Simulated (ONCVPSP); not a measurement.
**iron (Fe): ONCV pseudisation with Wu-Cohen, non-relativistic reference atom.**

| Quantity | Value |
| --- | --- |
| Element | iron (Fe) |
| Generator | ONCVPSP 4.0.1 |
| Type | optimised norm-conserving Vanderbilt (ONCV) |
| Functional | Wu-Cohen |
| Relativity | non-relativistic |
| Frozen core | [Ne] |
| Valence charge | 16 |
| Reference configuration | 3s2 3p6 3d6 4s2 |
| Partial waves | 3s+4s: rc 1.20 bohr, ncon 4, nbas 7, qcut 11.6 1/bohr, 3 projectors, debl 1.5 Ha; 3p: rc 0.90 bohr, ncon 5, nbas 8, qcut 10.8 1/bohr, 2 projectors, debl 3.6 Ha; 3d: rc 1.25 bohr, ncon 4, nbas 9, qcut 11.3 1/bohr, 2 projectors, debl 0.4 Ha |
| Local potential | polynomial inside 0.60 bohr (lpopt 5, dvloc0 4 Ha) |
| Core correction | polynomial model core, fcfact 0.25 |

- Cutoffs needed: 62 Ha and 205 Ha (the cutoffs (Ha) at which the residual kinetic energy of the hardest occupied pseudo-wave falls to 1 and 0.1 mHa per electron)
- Ghost test: no bound ghost flagged; GHOST(+) flags only above 600 eV
- Largest excitation error: -78 meV (all-electron minus pseudo) for 3s1 3p6 3d6 4s2, out of 4 test configurations
- rms error of d²Exc/dni dnj: 1.86 mHa without and 1.30 mHa with the model core
